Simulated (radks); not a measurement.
Spherical quantum dot in the effective-mass picture: electrons in a parabolic well V = omega^2 r^2 / 2 with omega = 0.335, with a point charge +2 (a donor) at the centre, all in effective atomic units (hartree* = m*/eps^2 hartree, bohr* = eps/m* bohr), one dielectric constant everywhere. Calculated with a radial shooting solver with Libxc functionals: non-relativistic Kohn-Sham, PBEsol, spin-polarised, spherical densities. Levels are named by radial order and angular momentum (1s, 1p, 1d, 2s, ...), and open shells are averaged over m.

N = 4, configuration 1s2 1p(up 2, down 0). This is the lowest configuration that the search found. Occupied and some empty levels:

level,occupation,eigenvalue (hartree*),<r> (bohr*)
1s up,1,0.34046,0.9587
1s down,1,0.36565,0.9194
1p up,2,1.2049,2.566
2s up,0,1.2246,2.712
1p down,0,1.3032,2.551
2s down,0,1.3162,2.730
1d up,0,1.5451,3.159
1d down,0,1.6452,3.184
1f up,0,1.8716,3.615
1f down,0,1.9663,3.655

Energy (hartree*): total -0.898563, kinetic 3.7023, external -7.5528, Hartree 4.4742, exchange-correlation -1.5222.

Electron density:

r (bohr*),n(r) (e/bohr*^3)
0.187,1.736
0.395,0.7934
0.602,0.3818
0.810,0.1949
1.02,0.1070
1.23,0.06423
1.43,0.04261
1.64,0.03104
1.85,0.02424
2.06,0.01963
2.27,0.01606
2.47,0.01304
2.68,0.01037
2.89,0.008026
3.10,0.006021
3.30,0.004358
3.51,0.003048
3.72,0.002062
3.93,0.001352
4.14,0.0008601
